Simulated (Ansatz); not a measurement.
One change: `C[SiH](N)Cl` becomes `C[SiH](N)S`.

Ansatz, PBE0-D4/def2-TZVP geometries, multiplicity 1. Each molecule was computed in one conformer, which needn't be the lowest.

```tsv
property	`C[SiH](N)Cl`
HOMO–LUMO gap (PBE/def2-TZVPP) / eV	6.32
HOMO energy (B3LYP/def2-TZVPP) / eV	-7.58
LUMO energy (PBE/def2-TZVPP) / eV	-0.07
LUMO energy (B3LYP/def2-TZVPP) / eV	0.43
HOMO–LUMO gap (B3LYP/def2-TZVPP) / eV	8.01
HOMO–LUMO gap (ωB97M-V/def2-TZVPP) / eV	12.40
```

**Question.** What does the change do to each property? (An estimate is asked.)

**Answer.** Ansatz gave: 
| property | `C[SiH](N)S` | shift |
| --- | --- | --- |
| HOMO–LUMO gap (PBE/def2-TZVPP) / eV | 5.53 | -0.79 |
| HOMO energy (B3LYP/def2-TZVPP) / eV | -6.88 | 0.70 |
| LUMO energy (PBE/def2-TZVPP) / eV | -0.33 | -0.26 |
| LUMO energy (B3LYP/def2-TZVPP) / eV | 0.28 | -0.15 |
| HOMO–LUMO gap (B3LYP/def2-TZVPP) / eV | 7.16 | -0.85 |
| HOMO–LUMO gap (ωB97M-V/def2-TZVPP) / eV | 11.50 | -0.90 |

With PBE0 the HOMO rises by 0.73 eV and the LUMO falls by 0.19 eV, so the gap narrows by about 0.92 eV. PBE moves the HOMO by 0.53 eV and ωB97M-V by 0.87 eV.

B3LYP here is the variant with VWN-RPA as its local correlation; programs differ in this.
